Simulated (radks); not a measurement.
Al4+, configuration [He] 2s2 2p5.

All-electron calculation, Dirac Kohn-Sham, PBE, spin-unpolarised, spherical densities, finite nucleus; open shells fill j = l - 1/2 first; Fermi nuclear charge, rms radius 3.061 fm. Program: a radial shooting solver on a logarithmic mesh with Libxc functionals.

Energy parts (hartree):
total: -236.27554
kinetic: 236.90195
electron-nucleus: -542.31769
Hartree: 85.72132
exchange-correlation: -16.58110

Orbitals (lengths in bohr, moments of r in powers of bohr; <r^-3> diverges for s and p1/2):
orbital	occ.	eigenvalue (hartree)	<r>	<r^-3>	<1/r>
1s1/2	2	-58.44977	0.1201	-	12.64
2s1/2	2	-6.47863	0.6035	-	2.425
2p1/2	2	-5.10732	0.5648	-	2.324
2p3/2	3	-5.08925	0.5667	39.30	2.314

The highest occupied level is 2p3/2 at -138.49 eV. Summed over all electrons, <r^2> = 2.909 bohr^2, which gives a Langevin (diamagnetic) susceptibility term of -2.3 x 10^-6 cm^3/mol. The density falls to 0.001 e/bohr^3 at r = 1.84 bohr. The electron density at the nucleus is 1504 e/bohr^3.
